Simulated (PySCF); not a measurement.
**A small calculation by hand: oscillator strength and radiative lifetime**

CH₇AlGeO, SMILES C[O][AlH][GeH3].

Geometry optimised at B3LYP-D3(BJ)/def2-SVP. The structure was generated by enumeration; whether it is a known compound was not checked. The values are those of a single conformer.

TDDFT-ωB97X/def2-SVPD in PySCF 2.14.0 puts the first singlet state with f over 0.02 at 6.35 eV (vertical), with the transition dipole (0.162, -0.012, -0.360) in atomic units.

**Question.** Find the oscillator strength, the wavelength and the radiative lifetime that this transition would have in vacuum if emission retraced absorption.

**Answer.** 
|μ|² = 0.1560 au, so |μ| = 1.00 D. ΔE = 6.35/27.211 = 0.2334 hartree. f = (2/3) ΔE |μ|² = 0.024 (the program prints 0.024).
λ = 1239.84/6.35 = 195 nm; ν = 51216 cm⁻¹.
Einstein's coefficient A = 0.6670 ν² f s⁻¹ (ν in cm⁻¹) = 4.2e7 s⁻¹, so τ = 1/A = 24 ns. This state is S2; the lower singlet has f = 0.008. The figure is the radiative limit of this one transition; relaxation, internal conversion, crossing to triplets and a medium change what is measured.
